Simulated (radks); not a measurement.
Values are calculated unless marked as measured or tabulated.
Dipole-allowed excitations along the series with 12 electrons in [Ne] 3s2. Level of theory: scalar-relativistic Kohn-Sham, LDA (Slater exchange, Perdew-Wang correlation), spin-unpolarised, spherical densities, finite nucleus; Fermi nuclear charge, rms radius of each element as measured or else 0.836 A^(1/3) + 0.57 fm (a radial shooting solver on a logarithmic mesh with Libxc functionals). Time-dependent linear response with the Hartree and adiabatic LDA kernel, continuum included through the Sternheimer equations, no spin-orbit coupling, so fine structure and intercombination lines are absent. Lines are the poles of the dipole polarisability below minus the highest occupied eigenvalue, found on a grid refined at the orbital gaps; the lowest seven at most are given, and weak or close lines can be missed. The first line takes the name of the lowest orbital gap if no other gap lies below it; otherwise a line is named after a gap within 0.6 % of it, if that gap stands alone.

species	-e(HOMO) (eV)	lowest orbital gap (eV)	first line (eV)	f	static alpha (bohr^3)
Se22+	968.34	3s-3p 57.294	70.111 (3s-3p)	0.606	0.09521
Br23+	1048.6	3s-3p 60.516	73.855 (3s-3p)	0.594	0.08409
Kr24+	1132.2	3s-3p 63.864	77.731 (3s-3p)	0.584	0.07453
Rb25+	1219.0	3s-3p 67.346	81.745 (3s-3p)	0.575	0.06628
